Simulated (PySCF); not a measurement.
# `BrB(Br)Br`, BBr3

Cartesian coordinates in Å; atom numbers follow the order of the lines, from 1:
```xyz
4

B     0.001    0.000    0.012
Br    1.879   -0.027    0.010
Br   -0.916    1.639   -0.020
Br   -0.964   -1.612   -0.003
```

Method used: GIAO B97-D/def2-SVP magnetisability, rotational g tensor and spin-rotation constants, non-relativistic, gas phase in PySCF 2.14.0. Geometry: GFN2-xTB.

The calculation is non-relativistic, which matters for the atoms heavier than Zn.

Task: What are the magnetisability and the molar susceptibility?

Result: Isotropic -1433 × 10⁻³⁰ J/T², or -86.3 × 10⁻⁶ cm³/mol; principal values -1482, -1408, -1408 × 10⁻³⁰ J/T², anisotropy 74 × 10⁻³⁰ J/T² (root of half the summed squared differences of the principal values). The susceptibility is in cgs units.

Task: Split it along the inertial axes a, b, c into diamagnetic and paramagnetic parts about the centre of mass, with the quadrupole moment.

Result: 
```
axis  χ (10⁻⁶ cm³/mol)  diamagnetic (10⁻⁶ cm³/mol)  paramagnetic (10⁻⁶ cm³/mol)  summed x² of all electrons (Å²)  quadrupole Θ (D Å)
   a             -84.8                      -889.0                        804.3                            197.4               +0.15
   b             -84.8                      -889.0                        804.3                            197.4               +0.15
   c             -89.2                     -1674.5                       1585.3                             12.2               -0.30
```
Anisotropies 2χaa − χbb − χcc = +4.4 and 2χbb − χaa − χcc = +4.4 × 10⁻⁶ cm³/mol. Θ is traceless in Buckingham's convention.

Task: And the rotational g tensor?

Result: 
```csv
axis,rotational constant (GHz),g,nuclear part,electronic part
a,1.2122,-0.0105,0.4475,-0.4580
b,1.2081,-0.0105,0.4460,-0.4565
c,0.6051,-0.0039,0.4467,-0.4506
```
Oblate top; isotopes 11B, 79Br; no vibrational averaging.
